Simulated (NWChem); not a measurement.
System: InHBrCl; SMILES [Cl][InH][Br]

Program: NWChem. Medium grid unless said otherwise, to which SCAN and Minnesota functionals are sensitive. The geometry was optimised at PBE0/def2-SVP. def2 effective core potentials on In; no spin-orbit coupling.

Task: Order these by “dipole (D)”, lowest first: BLYP/def2-SVP; SCAN/def2-SVP; r2SCAN0/def2-SVP; B3LYP/def2-SVP; PBE/def2-SVP.

Result: BLYP/def2-SVP (2.05), PBE/def2-SVP (2.17), B3LYP/def2-SVP (2.27), SCAN/def2-SVP (2.41), r2SCAN0/def2-SVP (2.54)
